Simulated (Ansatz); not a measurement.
The cluster Cr₂O. The state is a singlet with charge 0. Geometry PBE-D4/def2-TZVP.

```xyz
3

Cr   -0.9118    0.1911   -0.4892
Cr    0.3677   -0.9693    0.1799
O     0.5441    0.7782    0.3093
```

At PBE-D4/def2-TZVP an occupied level of the charge 0 singlet lies above an empty one (by up to 0.24 eV), so this SCF solution is probably not the lowest. This restricted singlet of an open-shell metal (gap down to -0.24 eV) wasn't tested against broken symmetry. No other spin state of charge 0 was run. The geometry of the singlet was relaxed on an unsound state (an occupied level 0.09 eV above an empty one). Another isomer (triplet) lies 2.47 eV lower at PBE0-D4/def2-TZVP; other spin states weren't run for this one.

(1) Estimate the orbital energies around the gap (eV) in Ansatz with PBE-D4/def2-TZVP, r2SCAN-D4/def2-TZVP, B97M-V/def2-TZVP, PBE0-D4/def2-TZVP, CAM-B3LYP-D4/def2-TZVP.

Answers

(1) 
```
orbital  PBE-D4/def2-TZVP  r2SCAN-D4/def2-TZVP  B97M-V/def2-TZVP  PBE0-D4/def2-TZVP  CAM-B3LYP-D4/def2-TZVP
 HOMO−9            -45.52               -47.09            -47.69             -49.17                  -50.45
 HOMO−8            -21.82               -23.21            -24.29             -25.06                  -26.44
 HOMO−7             -8.60                -8.92             -9.13             -10.22                  -11.60
 HOMO−6             -8.00                -8.35             -8.56              -9.75                  -11.20
 HOMO−5             -7.92                -8.26             -8.37              -9.44                  -10.81
 HOMO−4             -6.12                -6.23             -6.22              -7.22                   -8.56
 HOMO−3             -5.60                -5.63             -5.48              -6.38                   -7.82
 HOMO−2             -4.95                -5.08             -5.05              -6.21                   -7.62
 HOMO−1             -4.64                -4.69             -4.70              -5.59                   -6.78
   HOMO             -3.20                -3.27             -3.36              -4.48                   -5.94
   LUMO             -3.44                -3.22             -2.86              -1.78                   -0.98
 LUMO+1             -3.08                -2.87             -2.77              -1.55                   -0.58
 LUMO+2             -2.73                -2.48             -2.61              -1.41                   -0.17
 LUMO+3             -2.61                -2.43             -2.29              -1.25                   -0.16
 LUMO+4             -2.32                -2.13             -2.15              -1.20                   -0.09
 LUMO+5             -2.26                -2.05             -1.98              -1.11                    0.28
```
